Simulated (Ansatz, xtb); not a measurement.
# A geometry optimisation of C2H5F3Si with r2SCAN-D4/def2-SVP

The starting geometry of this gas-phase singlet was built from a drawn formula by distance geometry and a force field; its bonds are those of `[CH2+][Si-](C)(F)(F)F`.

```yaml
atoms:
  - { symbol: C, position_ang: [2.0013, -1.0694, -0.9915] }
  - { symbol: C, position_ang: [0.1822, 0.3745, 1.7401] }
  - { symbol: F, position_ang: [2.3579, 0.3384, 0.8033] }
  - { symbol: F, position_ang: [0.2884, 0.9404, -0.8853] }
  - { symbol: F, position_ang: [0.1177, -1.5440, 0.3163] }
  - { symbol: Si, position_ang: [0.9114, -0.1383, 0.1411] }
  - { symbol: H, position_ang: [1.9865, -0.8290, -2.0470] }
  - { symbol: H, position_ang: [2.6179, -1.8567, -0.5676] }
  - { symbol: H, position_ang: [0.5387, -0.3022, 2.5816] }
  - { symbol: H, position_ang: [0.3978, 1.3836, 2.0437] }
  - { symbol: H, position_ang: [-0.9089, 0.2642, 1.7471] }
```

Task: Where would you expect an optimisation with r2SCAN-D4/def2-SVP to take it?

Result: It rearranges to `C[Si](F)(F)CF`. Contacts that open: F3–Si6 (1.66 → 2.65 Å). Contacts that close: C1–F3 (2.31 → 1.40 Å).

The energy falls by 3.32 eV over 20 steps:

| step | E − E(last) (eV) |
| --- | --- |
| 1 | 3.325 |
| 3 | 2.440 |
| 5 | 2.111 |
| 7 | 1.418 |
| 9 | 0.263 |
| 12 | 0.019 |
| 14 | 0.006 |
| 16 | 0.002 |
| 18 | 0.000 |
| 20 | 0.000 |

Final geometry (Å):

```yaml
atoms:
  - { symbol: C, position_ang: [2.1551, -0.6603, -0.4884] }
  - { symbol: C, position_ang: [0.2468, 0.2531, 1.7740] }
  - { symbol: F, position_ang: [2.9138, 0.4463, -0.0985] }
  - { symbol: F, position_ang: [-0.2523, 0.7724, -0.9694] }
  - { symbol: F, position_ang: [-0.4587, -1.6971, -0.2059] }
  - { symbol: Si, position_ang: [0.3814, -0.3306, 0.0332] }
  - { symbol: H, position_ang: [2.2531, -0.7980, -1.5808] }
  - { symbol: H, position_ang: [2.5684, -1.5653, -0.0053] }
  - { symbol: H, position_ang: [0.5156, -0.5473, 2.4811] }
  - { symbol: H, position_ang: [0.9408, 1.0936, 1.9325] }
  - { symbol: H, position_ang: [-0.7730, 0.5946, 2.0092] }
```

From the same start GFN2-xTB reaches the same bonding as this run.

No frequencies were run, so the end isn't proven a minimum. Run with Ansatz 0.2.0, 27 s on 2 threads of Intel(R) Xeon(R) 6975P-C (Granite Rapids), on a shared host.
